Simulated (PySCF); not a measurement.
C4H7FO, SMILES OC[C@H]1C[C@@H]1F. Atoms are numbered in the order given.

```xyz
13

O      2.4015     0.5844     0.2093
C      1.4244    -0.1269    -0.5012
C      0.1281    -0.2802     0.2507
C     -0.7407     0.9273     0.5186
C     -1.1834    -0.1207    -0.4370
F     -2.2011    -0.9371    -0.0665
H      2.5566     0.1271     1.0422
H      1.7864    -1.1264    -0.8160
H      1.2452     0.4457    -1.4259
H      0.1225    -1.0383     1.0432
H     -0.4153     1.8955     0.1282
H     -1.2636     0.9646     1.4772
H     -1.2044     0.0940    -1.5116
```
Charge 0, spin multiplicity 1.

Geometry optimised at PBE0-D3(BJ)/def2-SVP. The values are those of a single conformer.

Level of theory: PBE/def2-TZVP (PySCF).

ESP charges are fitted to the potential on shells at 1.4 to 2.0 van der Waals radii. Atomic charges (e):

| atom | Löwdin | ESP fit | IAO |
|---|---|---|---|
| O1 | -0.01 | -0.57 | -0.54 |
| C2 | -0.36 | 0.11 | -0.06 |
| C3 | -0.24 | -0.20 | -0.18 |
| C4 | -0.21 | -0.42 | -0.32 |
| C5 | -0.33 | 0.10 | 0.16 |
| F6 | 0.16 | [?] | -0.30 |
| H7 | 0.17 | [?] | 0.35 |
| H8 | 0.12 | [?] | 0.12 |
| H9 | 0.13 | [?] | 0.14 |
| H10 | 0.15 | [?] | 0.15 |
| H11 | 0.14 | 0.19 | 0.16 |
| H12 | 0.14 | 0.19 | 0.17 |
| H13 | 0.13 | [?] | 0.14 |

Task: Complete the blanks. (The exact figures need the calculation; the answer reports its results.)

Result: 
- F6, ESP fit: -0.18
- H7, ESP fit: 0.39
- H8, ESP fit: 0.02
- H9, ESP fit: 0.12
- H10, ESP fit: 0.16
- H13, ESP fit: 0.10

Computed Mayer and Wiberg (Löwdin basis) orders of the bonds:
```tsv
bond	Mayer	Wiberg
O1–C2	1.08	1.63
C2–C3	1.01	1.23
C3–C4	0.93	1.21
C3–C5	0.92	1.20
C4–C5	0.98	1.27
C5–F6	1.09	1.71
O1–H7	0.90	1.02
C2–H8	0.95	0.87
C2–H9	0.93	0.86
C3–H10	0.94	0.80
C4–H11	0.93	0.86
C4–H12	0.94	0.86
C5–H13	0.98	0.84
```
